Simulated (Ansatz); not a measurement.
Mulliken charges of FGaH$_{2}$Zn (`[F][Zn][GaH2]`) from PBE/def2-TZVPP in Ansatz (PBE0-D4/def2-TZVP geometry).

| atom | x (Å) | y (Å) | z (Å) | charge (e) |
| --- | --- | --- | --- | --- |
| F1 | -0.534 | -1.875 | 2.519 | -0.453 |
| Zn2 | -0.231 | -0.841 | 1.115 | 0.332 |
| Ga3 | 0.179 | 0.566 | -0.797 | 0.183 |
| H4 | -0.434 | 0.221 | -2.203 | -0.031 |
| H5 | 1.069 | 1.856 | -0.676 | -0.031 |

Task: By hand: the dipole of these point charges (1 e Å = 4.8032 D).

Result: Σ q r = (0.178, 0.609, -0.828) e Å, of length 1.043 e Å = 5.01 D.

Task: How does the dipole of the full density compare? (An estimate is asked.)

Result: Computed: (0.096, 0.328, -0.446) e Å, 2.70 D; the point charges give 1.86 times that, at 0° from its direction.

Point charges leave out the atoms' own dipoles, such as those of lone pairs, and Mulliken's split depends on the basis, so the two needn't agree.
